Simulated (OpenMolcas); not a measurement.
**B III: CASPT2 settings compared**

```
Program             : OpenMolcas 26.06
Basis               : ANO-RCC-VQZP [5s4p3d2f1g]
Scalar Hamiltonian  : DKH3, point nucleus
Active space        : 1 electron in 8 orbitals (2s 2p 3s 3p)
State averaging     : 2S+1 = 2 even, 1 root; 2S+1 = 2 odd, 3 roots
Spin-orbit coupling : RASSI with atomic mean-field integrals over the reference wave functions, term energies averaged over their components
```

Methods on the same reference wave functions:
A. CASSCF
B. SS-CASPT2, IPEA 0.15 Eh, imaginary shift 0.2 Eh (closed shells correlated: 1s)
C. SS-CASPT2, IPEA 0.2 Eh, no level shift (closed shells correlated: 1s)

Energies in cm⁻¹ above 2s ²S_1/2, the measured ground level; measured values from Moore, Atomic Energy Levels, vol. I, NSRDS-NBS 35 (1971 reprint of NBS Circular 467, 1949).

```tsv
Level	A	B	C	Measured
2s ²S_1/2	0.0	0.0	0.0	0.0
2p ²P°_1/2	48887	48552	48553	48358
2p ²P°_3/2	48917	48583	48583	48393
```

Deviations, from unrounded energies. A percentage is the sum of absolute deviations over the sum of measured energies, with the sign that they share, or ± where signs differ.

```
           Against measurement  Levels     A     B     C
mean absolute deviation (cm-1)       2   530   190   190
      other configurations (%)       2  +1.1  +0.4  +0.4
```

B, C lie about equally close to measurement and A furthest from it. The largest miss of B in the table is 2p ²P°_1/2, by +190 cm-1. The ranking rests on the paired levels alone, and a cruder setting can come out closer through cancelling errors.

Between B and C no level of the table moves by more than 5 cm-1.

The lowest spin-free term lies below A's lowest term by 0.036 hartree in B, 0.036 hartree in C.

With one active electron outside closed inactive shells, the extra shells (3p 3s) add no correlation to the reference. With one active electron the reference holds no correlation, so core polarisation is missing (holds for A). With one active electron, CASPT2 adds the correlation within the correlated inactive shells and between them and that electron, and leaves the splitting within a term as the reference gives it (holds for B; C). Computed and measured levels are paired by configuration, term and J; levels that our copy of the source lacks, or whose pairing is in doubt (as where it misses far off the trend of its configuration), stay unpaired and out of the deviations. Levels of configurations outside the active space are missing.

° marks odd parity.
